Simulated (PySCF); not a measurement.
Species: C₅H₁₂N₂Si₂.
SMILES with atom numbers: `[CH3:1][CH2:2][Si@@H:3]1[NH:4][CH2:5][SiH2:6][C@@H:7]1[C:8]#[N:9]`

Structure used (GFN2-xTB), in Å, numbered top down from 1:
```xyz
21
C5H12N2Si2 angstrom
C      2.9823    0.3304   -0.4997
C      1.8587   -0.6551   -0.2056
Si     0.1618   -0.0088   -0.7396
N     -0.2673    1.3861    0.1624
C     -1.6494    1.6338    0.5324
Si    -2.4868   -0.0652    0.7906
C     -1.3164   -1.1493   -0.2633
C     -0.8947   -2.3106    0.4305
N     -0.5365   -3.2380    1.0020
H      3.0114    0.5716   -1.5598
H      3.9484   -0.0851   -0.2193
H      2.8365    1.2545    0.0544
H      1.8569   -0.8940    0.8587
H      2.0624   -1.5900   -0.7277
H      0.1103    0.1498   -2.2117
H      0.2910    2.2238    0.1134
H     -2.1684    2.2156   -0.2397
H     -1.6733    2.2353    1.4438
H     -2.4657   -0.4484    2.2018
H     -3.8497   -0.0646    0.2495
H     -1.8204   -1.4748   -1.1737
```

NICS = −σ at a ghost point: NICS(0) at the centroid of the ring atoms, NICS(1) 1 Å to either side along the normal of their mean plane, zz for the tensor component along that normal. Level: GIAO PBE0/pcSseg-1 (PySCF, non-relativistic, gas phase) on the GFN2-xTB geometry, one conformer.

Ring bond lengths (Å), with Mayer bond orders in brackets: Si3–N4 1.716 (1.01), N4–C5 1.452 (0.95), C5–Si6 1.912 (0.91), Si6–C7 1.912 (0.81), C7–Si3 1.927 (0.76).

Give the NICS values of each ring in ppm.

| ring | type | NICS(0) | NICS(1), two faces | NICS(1)zz, two faces | rms pucker (Å) | centre to ring atoms, mean (Å) |
| --- | --- | --- | --- | --- | --- | --- |
| Si3–N4–C5–Si6–C7 | 5-membered ring with N and 2 Si; formal bonds all single | -5.2 | -2.9 / -3.0 | -2.2 / -0.2 | 0.12 | 1.50 |

What do they say, and how far can they be read as aromaticity?

- Si3–N4–C5–Si6–C7: mean NICS(1)zz -1.2 ppm, near zero. Si3, C5, Si6, C7 have four or more neighbours, and the NICS criterion for π rings isn't applied.

What is the mean of the two in-plane components of NICS at the first NICS(1) probe listed for ring Si3–N4–C5–Si6–C7, 1 Å off the ring?

The isotropic value is a third of the trace: (3 × -2.9 − (-2.2))/2 = -3.2 ppm.

On an Arm Neoverse N1 with one thread (shared host), this took 95 s of wall time and 1.0 GiB of memory at its peak. This is the whole shielding run at PBE0/pcSseg-1, SCF included.
